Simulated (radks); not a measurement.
Valence configurations of the thulium ion Tm+ (all share [Xe]). Method: scalar-relativistic Kohn-Sham, LDA (Slater exchange, Perdew-Wang correlation), spin-polarised, spherical densities, point nucleus; open shells are filled with parallel spins first (spin-orbit coupling, left out, can overturn this in heavy ions); computed with a radial shooting solver on a logarithmic mesh with Libxc functionals. Energies are relative to 4f13 6s1; eigenvalues in eV for spin up.

| valence | E (eV) | moment (Bohr magnetons) | e(4f) | e(5d) | e(6p) | e(6s) |
|---|---|---|---|---|---|---|
| 4f13 6s1 | 0.000 | 2 | -10.383 | - | - | -9.759 |
| 4f12.5 6s1.5 | 1.038 | 2 | -14.683 | - | - | -10.430 |
| 4f13 5d1 | 2.773 | 2 | -8.891 | -6.143 | - | - |
| 4f12 6s2 | 3.629 | 2 | -19.418 | - | - | -11.074 |
| 4f13 6p1 | 3.863 | 2 | -11.819 | - | -6.635 | - |
| 4f12 5d1 6s1 | 4.589 | 4 | -17.149 | -8.756 | - | -10.673 |
| 4f12 6s1 6p1 | 7.444 | 4 | -20.739 | - | -7.690 | -12.286 |
| 4f11.5 5d1 6s1.5 | 8.479 | 4 | -22.014 | -10.133 | - | -11.284 |
| 4f11 5d2 6s1 | 13.763 | 6 | -24.662 | -10.315 | - | -11.351 |
| 4f11 5d1 6s1 6p1 | 17.926 | 6 | -28.489 | -12.873 | -8.060 | -13.019 |

NIST lists [Xe] 4f13 6s1 as the ground configuration; this level of theory agrees among the configurations tried. The energies are those of spherical high-spin densities, not of single terms.
